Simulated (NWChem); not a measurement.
The numbers come from NWChem runs, not from measurements. System: hydrogen (H₂), charge 0, spin multiplicity 1, at a geometry optimised with PBE/def2-SVP. Level: RHF/def2-QZVP.

NWChem printed:

```
             Northwest Computational Chemistry Package (NWChem) 7.3.0
             --------------------------------------------------------

                                NWChem Input Module
                                -------------------

 Scaling coordinates for geometry "geometry" by  1.889725989
 (inverse scale =  0.529177249)

 Turning off AUTOSYM since
 SYMMETRY directive was detected!

                             Geometry "geometry" -> ""
                             -------------------------

 Output coordinates in angstroms (scale by  1.889725989 to convert to a.u.)

  No.       Tag          Charge          X              Y              Z
 ---- ---------------- ---------- -------------- -------------- --------------
    1 H                    1.0000     0.00000000     0.00000000     0.38416800
    2 H                    1.0000     0.00000000     0.00000000    -0.38416800

 Effective nuclear repulsion energy (a.u.)       0.6887315562

            Nuclear Dipole moment (a.u.)
            ----------------------------
        X                 Y               Z
 ---------------- ---------------- ----------------
     0.0000000000     0.0000000000     0.0000000000

      Symmetry information
      --------------------

 Group name             D2h
 Group number             26
 Group order               8
 No. of unique centers     1

      Symmetry unique atoms

     1


 Summary of "ao basis" -> "" (spherical)
 ------------------------------------------------------------------------------
       Tag                 Description            Shells   Functions and Types
 ---------------- ------------------------------  ------  ---------------------
 *                         def2-qzvp                  on all atoms

 Summary of "ao basis" -> "ao basis" (spherical)
 ------------------------------------------------------------------------------
       Tag                 Description            Shells   Functions and Types
 ---------------- ------------------------------  ------  ---------------------
 H                         def2-qzvp                10       30   4s3p2d1f

                                 NWChem SCF Module
                                 -----------------

  ao basis        = "ao basis"
  functions       =    60
  atoms           =     2
  closed shells   =     1
  open shells     =     0
  charge          =   0.00
  wavefunction    = RHF
  use symmetry    = T
  symmetry adapt  = T

 Summary of "ao basis" -> "ao basis" (spherical)
 ------------------------------------------------------------------------------
       Tag                 Description            Shells   Functions and Types
 ---------------- ------------------------------  ------  ---------------------
 H                         def2-qzvp                10       30   4s3p2d1f

      Symmetry analysis of basis
      --------------------------

        ag         13
        au          3
        b1g         3
        b1u        13
        b2g         7
        b2u         7
        b3g         7
        b3u         7

 Forming initial guess at       0.0s

      Superposition of Atomic Density Guess
      -------------------------------------

 Sum of atomic energies:          -0.99996579

      Non-variational initial energy
      ------------------------------

 Total energy =      -0.849113
 1-e energy   =      -2.192327
 2-e energy   =       0.654483
 HOMO         =      -0.572318
 LUMO         =       0.097889

      Symmetry analysis of molecular orbitals - initial
      -------------------------------------------------

 !! scf_movecs_sym_adapt:   40 vectors were symmetry contaminated

  Symmetry fudging

 !! scf_movecs_sym_adapt:   34 vectors were symmetry contaminated

  Numbering of irreducible representations:

     1 ag          2 au          3 b1g         4 b1u         5 b2g
     6 b2u         7 b3g         8 b3u

  Orbital symmetries:

     1 ag          2 b1u         3 ag          4 b1u         5 b3u
     6 b2u         7 ag          8 b3g         9 b2g        10 b1u
    11 ag

 Starting SCF solution at       0.1s

 ----------------------------------------------
         Quadratically convergent ROHF

 Convergence threshold     :          1.000E-07
 Maximum no. of iterations :          100
 Final Fock-matrix accuracy:          1.000E-09
 ----------------------------------------------

              iter       energy          gnorm     gmax       time
             ----- ------------------- --------- --------- --------
                 1       -1.1315029963  9.93D-02  6.36D-02      0.2
                 2       -1.1327775932  9.65D-03  6.10D-03      0.2
                 3       -1.1327879380  3.18D-05  1.84D-05      0.2
                 4       -1.1327879381  8.53D-09  5.14D-09      0.2

       Final RHF  results
       ------------------

         Total SCF energy =     -1.132787938068
      One-electron energy =     -2.470442376408
      Two-electron energy =      0.648922882095
 Nuclear repulsion energy =      0.688731556246

        Time for solution =      0.1s

       Symmetry analysis of molecular orbitals - final
       -----------------------------------------------

  Numbering of irreducible representations:

     1 ag          2 au          3 b1g         4 b1u         5 b2g
     6 b2u         7 b3g         8 b3u

  Orbital symmetries:

     1 ag          2 b1u         3 ag          4 b1u         5 b3u
     6 b2u         7 ag          8 b2g         9 b3g        10 b1u
    11 ag

             Final eigenvalues
             -----------------

              1
    1   -0.5863
    2    0.1295
    3    0.1922
    4    0.4361
    5    0.5078
    6    0.5078
    7    0.7963
    8    0.8141
    9    0.8141
   10    1.0195
   11    1.0542

                       ROHF Final Molecular Orbital Analysis
                       -------------------------------------

 Vector    1  Occ=2.000000D+00  E=-5.862983D-01  Symmetry=ag
              MO Center=  2.1D-32,  2.0D-32, -1.6D-17, r^2= 7.4D-01
   Bfn.  Coefficient  Atom+Function         Bfn.  Coefficient  Atom+Function
  ----- ------------  ---------------      ----- ------------  ---------------
     3      0.237184  1 H  s                 33      0.237184  2 H  s
     2      0.196746  1 H  s                 32      0.196746  2 H  s

 Vector    2  Occ=0.000000D+00  E= 1.294704D-01  Symmetry=b1u
              MO Center= -1.6D-33,  3.3D-35, -6.6D-16, r^2= 4.9D+00
   Bfn.  Coefficient  Atom+Function         Bfn.  Coefficient  Atom+Function
  ----- ------------  ---------------      ----- ------------  ---------------
     4      3.000217  1 H  s                 34     -3.000217  2 H  s
     3     -1.728481  1 H  s                 33      1.728481  2 H  s
    13      0.563752  1 H  pz                43      0.563752  2 H  pz
     2     -0.230533  1 H  s                 32      0.230533  2 H  s
    10      0.163860  1 H  pz                40      0.163860  2 H  pz

 Vector    3  Occ=0.000000D+00  E= 1.921988D-01  Symmetry=ag
              MO Center= -1.2D-17, -6.2D-18, -1.1D-15, r^2= 4.9D+00
   Bfn.  Coefficient  Atom+Function         Bfn.  Coefficient  Atom+Function
  ----- ------------  ---------------      ----- ------------  ---------------
     4     -1.024956  1 H  s                 34     -1.024956  2 H  s
     3      0.971989  1 H  s                 33      0.971989  2 H  s
     2     -0.198888  1 H  s                 32     -0.198888  2 H  s

 Vector    4  Occ=0.000000D+00  E= 4.361249D-01  Symmetry=b1u
              MO Center=  8.6D-32,  6.7D-32,  3.8D-15, r^2= 3.6D+00
   Bfn.  Coefficient  Atom+Function         Bfn.  Coefficient  Atom+Function
  ----- ------------  ---------------      ----- ------------  ---------------
     3      6.391171  1 H  s                 33     -6.391171  2 H  s
     4     -3.406169  1 H  s                 34      3.406169  2 H  s
    13     -1.662340  1 H  pz                43     -1.662340  2 H  pz
     2      1.000134  1 H  s                 32     -1.000134  2 H  s
    10     -0.451594  1 H  pz                40     -0.451594  2 H  pz

 center of mass
 --------------
 x =   0.00000000 y =   0.00000000 z =   0.00000000

 moments of inertia (a.u.)
 ------------------
           1.062319534846           0.000000000000           0.000000000000
           0.000000000000           1.062319534846           0.000000000000
           0.000000000000           0.000000000000           0.000000000000

  Mulliken analysis of the total density
  --------------------------------------

    Atom       Charge   Shell Charges
 -----------   ------   -------------------------------------------------------
    1 H    1     1.00   0.11  0.33  0.43  0.11  0.00  0.01  0.01  0.00  0.00 -0.00
    2 H    1     1.00   0.11  0.33  0.43  0.11  0.00  0.01  0.01  0.00  0.00 -0.00

       Multipole analysis of the density wrt the origin
       ------------------------------------------------

     L   x y z        total         open         nuclear
     -   - - -        -----         ----         -------
     0   0 0 0     -0.000000      0.000000      2.000000

     1   1 0 0     -0.000000      0.000000      0.000000
     1   0 1 0     -0.000000      0.000000      0.000000
     1   0 0 1      0.000000      0.000000      0.000000

     2   2 0 0     -1.584770      0.000000      0.000000
     2   1 1 0      0.000000      0.000000      0.000000
     2   1 0 1     -0.000000      0.000000      0.000000
     2   0 2 0     -1.584770      0.000000      0.000000
     2   0 1 1      0.000000      0.000000      0.000000
     2   0 0 2     -1.069875      0.000000      1.054071

 Task  times  cpu:        0.2s     wall:        0.2s

 Total times  cpu:        0.2s     wall:        0.2s
```

Question: Write an NWChem input that would produce this output.

Answer: One answer among several that fit: 
```
start mol
memory heap 200 mb stack 900 mb global 1100 mb
geometry units angstroms nocenter noautoz
  H      0.000000     0.000000     0.384168
  H      0.000000     0.000000    -0.384168
  symmetry group D2h
end
basis spherical
  * library def2-qzvp
end
scf
  rhf
  nopen 0
  maxiter 100
  thresh 1e-7
  semidirect memsize 60000000 filesize 0
end
task scf energy
```
